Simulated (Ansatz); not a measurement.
Frontier orbitals of ClH$_{3}$MoN$_{2}$O (`[NH]=[Mo](=[NH])([OH])[Cl]`).

Total charge 0; spin multiplicity 1. Correlated methods include outer-core shells of Mo, which these sets cover unevenly. Mo takes the def2 core potential. The geometry is a stationary point of PBE0-D4/def2-TZVP. It is one conformer, not always the lowest. Basis def2-TZVPP, Ansatz 0.2.0.

Orbital energies of one run (eV). Highest occupied ones, from the top: -6.92, -7.15, -7.53, -7.84, -8.16, -8.72, -9.38, -9.71, -9.79, -11.71, -12.06, -12.91, -19.52, -19.66. Empty: -2.92, -2.54, -2.11, -1.73, -0.87, -0.76.

(1) Which functional gave them?
A. BHLYP
B. LDA (SPW92)
C. HSE06 (plane-wave form)
D. ωB97X-V

Results:

(1) B. HOMO energies: LDA (SPW92) -6.92, HSE06 -7.69, ωB97X-V -10.41, BHLYP -9.31 eV.
